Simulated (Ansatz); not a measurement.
Mn₂O₄⁻, relaxed as a doublet with UKS r2SCAN-D4/def2-SVPD in Ansatz, starting from the GFN1-xTB geometry. Force threshold 0.02 eV/Å.

The structure holds one bond between oxygen atoms, so isomers without such links may lie far lower. The charge -1 doublet is spin-contaminated (final ⟨S²⟩ up to 4.47, 0.75 for a pure state). The structure comes from a short search, and lower isomers may exist.

Start:

```xyz
6

Mn    0.1077   -0.7656    0.2958
Mn   -0.7875    1.4748   -0.0250
O     1.6277   -1.3729   -0.0048
O    -1.0701    0.1664    0.9152
O    -0.5912    2.7697   -0.8112
O     0.7135   -2.2725   -0.3700
```

Problem. Estimate the energy that the relaxation releases and the steps that it takes.

Solution. 56.0 kcal/mol, in 9 steps; 49 s on 4 threads of Arm Neoverse V2 on a shared host. The force fell under the threshold at step 8, but the optimiser went on. No frequencies were taken in this run, so the end may be a saddle point.

Problem. Does the start keep its bonding and symmetry?

Solution. By distances, no bond broke or formed. The bond that changes most is Mn2–O4, from 1.64 to 1.92 Å (atoms count from 1).

Problem. Predict the relaxed structure.

Solution. 
```xyz
6

Mn    0.156   -0.838    0.337
Mn   -0.798    1.638   -0.100
O     1.750   -1.747    0.250
O    -1.050    0.154    1.094
O    -0.814    3.079   -0.960
O     0.756   -2.285   -0.621
```
Bond lengths (bridged metal pairs left out): 5 × Mn–O 1.68 to 1.92 Å; 1 × O–O 1.43 Å.
